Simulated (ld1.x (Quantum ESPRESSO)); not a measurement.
# indium (In): one change to a TM semilocal potential, before and after

ld1.x (Quantum ESPRESSO) 7.5 input, shortened:

```
&input
   title='In', zed=49., rel=1, dft='WC', iswitch=3,
   config='[Kr] 4d10 5s1.75 5p1.25 5d-2'
 /
 &inputp
   pseudotype=1, tm=.true., lloc=0,
   nlcc=.false.
 /
3
5P  2  1   1.25   0.00  2.00  2.00  0.0
5D  3  2  -2.00  -0.15  2.00  2.00  0.0
5S  1  0   1.75   0.00  2.00  2.00  0.0
 &test
   configts(1)='5s1.75 5p1.25'
 /
```

All-electron outer shells of the reference configuration (Wu–Cohen, scalar-relativistic, ld1.x):

```json
{"shell": "4p", "level (eV)": "-78.47", "outermost node (bohr)": "0.42", "outermost maximum (bohr)": "0.82"}
{"shell": "4d", "level (eV)": "-18.99", "outermost node (bohr)": "0.40", "outermost maximum (bohr)": "0.94"}
{"shell": "5s", "level (eV)": "-8.53", "outermost node (bohr)": "1.02", "outermost maximum (bohr)": "2.13"}
{"shell": "5p", "level (eV)": "-2.69", "outermost node (bohr)": "1.14", "outermost maximum (bohr)": "2.81"}
```

Change: wave 5s (bound): rc 2.00 bohr becomes 5s (bound): rc 1.40 bohr.

Cutoffs: the cutoffs (Ry, on a coarse ladder) from which the occupation-weighted sum of valence levels, in a spherical-Bessel basis at the reference potential, stays within 10 and 1 mRy of its value at 400 Ry; they do not see the model core or the augmentation charge, which bear on the density cutoff. Errors are all-electron minus pseudo energies relative to the spin-unpolarised reference configuration.

Problem. Predict the effect on cutoff, ghosts and configuration errors.

Solution. The potential gets harder (21 Ry and 30 Ry → 100 Ry and 180 Ry); the bound ghosts move from d to d, s; of the 7 tests that both files solve, the error grows in 4 and shrinks in 2 by more than 15 % and 0.3 meV (median size 1.4 → 1.7 meV); the range in which the s phases agree narrows (upper end 3.7 → -0.3). A smaller radius makes the pseudo-wave follow the all-electron one further in, where it bends more sharply, so more plane waves are needed. A semilocal file is local in each channel, so a ghost entry of none says nothing of the separable form that plane-wave codes build from it.

```tsv
quantity	base	changed
cutoff, loose	21 Ry	100 Ry
cutoff, tight	30 Ry	180 Ry
loose cutoff by channel (10 mRy a level)	p 6 Ry, s 8 Ry	p 6 Ry, s 90 Ry
bound ghosts	d	d, s (extra level of the local part)
error for 5s2 5p1, meV [ΔE -1.45 eV]	+1.4	+1.2
error for 5s2 5p0, meV [ΔE 3.90 eV]	-3.5	+1.7
error for 5s1 5p0, meV [ΔE 23.20 eV]	-19	+109
error for 5s0 5p3, meV [ΔE 10.60 eV]	+82	+163
error for 5s2 5p0.5, meV [ΔE 0.48 eV]	+0.6	-0.1
error for 5s2 5p1.3, meV [ΔE -1.98 eV]	+0.7	+1.4
error for 5s1 5p1, meV [ΔE 10.59 eV]	+1.0	+14
s: phases at 2.20 bohr within 0.05 rad from the reference energy up to (Ry; the scan ends near 5)	3.7	-0.3
p: phases at 2.20 bohr within 0.05 rad from the reference energy up to (Ry; the scan ends near 5)	0.7	0.7
d: phases at 2.20 bohr within 0.05 rad from the reference energy up to (Ry; the scan ends near 5)	0.3	0.3
```

 A true bound ghost makes a file unfit for plane-wave use even where its test errors are small: the radial tests pick states by their node count and pass the ghost by.
